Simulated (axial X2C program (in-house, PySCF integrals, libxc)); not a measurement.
**What spin–orbit coupling does to LiOs**

Calculated with an axial X2C code built on PySCF integrals. Spin-free means the one-electron spin-free X2C Hamiltonian; two-component (2c) means X2C with spin–orbit coupling and atomic mean-field two-electron Coulomb and Gaunt terms, so the difference of the two also holds small scalar two-electron terms. Basis: Os dyall-v3z [13s14p9d6f2g], Li dyall-v3z [7s8p2d] (cores contracted in-house); Gaussian nuclei, density fitting, unrestricted open shells. Masses: Os 191.961 u, Li 7.016 u.

Spin-free state: M_S = 3/2, Λ = 0 (beyond evenly filled blocks: σα, δ+α, δ-α); fragments Os + Li.

```tsv
level	Re (Å)	ωe (cm⁻¹)	De (eV)	μ (D)
PBE0	2.335	447.2	1.740	4.36
HF	2.446	381.3	0.014	3.97
TPSS	2.336	452.3	2.162	4.32
BP86	2.336	449.9	2.136	4.60
```

Dipoles are positive if Li is the positive end.

Two-component determinant lowest at the distance of the search:

Ω = 3/2 (⟨Sz⟩ = 1.34, ⟨Lz⟩ = 0.16 at PBE0); fragments Os + Li.

| level | Re (Å) | ωe (cm⁻¹) | De (eV) | μ (D) |
| --- | --- | --- | --- | --- |
| PBE0 | 2.347 | 443.0 | 1.528 | 4.45 |
| HF | 2.452 | 380.4 | -0.199 | 4.18 |
| TPSS | 2.344 | 448.8 | 1.989 | 4.35 |
| BP86 | 2.347 | 445.0 | 1.931 | 4.67 |

(1) From the two tables, how do the constants change at the PBE0 level (2c against spin-free)?

One determinant describes the state; a PBE0 search over occupations chose it and may have missed a lower one. Dissociation energies refer to the lowest single-determinant-based atoms at the same level and basis. Density functionals use the spin component along the axis (collinear). Other states lie close and PBE0, whose exact exchange favours high spin, may order them wrongly; the determinant shown need not be the ground state. The nearest other spin-free determinant of the search, M_S = 3/2, Λ = 1, lies 0.41 eV up at the distance of the search. Without a current term, density functionals place determinants with orbital angular momentum somewhat too high. With several unpaired electrons one determinant need not be a pure state. This is the top spin component of a Σ state; components of lower Ω are not single determinants and can lie lower. The determinant is spin-polarised beyond a pure state at some levels (its spin-free form has ⟨S²⟩ too high), which makes Re and μ there less reliable.

Results:

(1) At the PBE0 level Re rises by 0.012 Å and ωe decreases by 4.2 cm⁻¹; De changes by -0.212 eV.
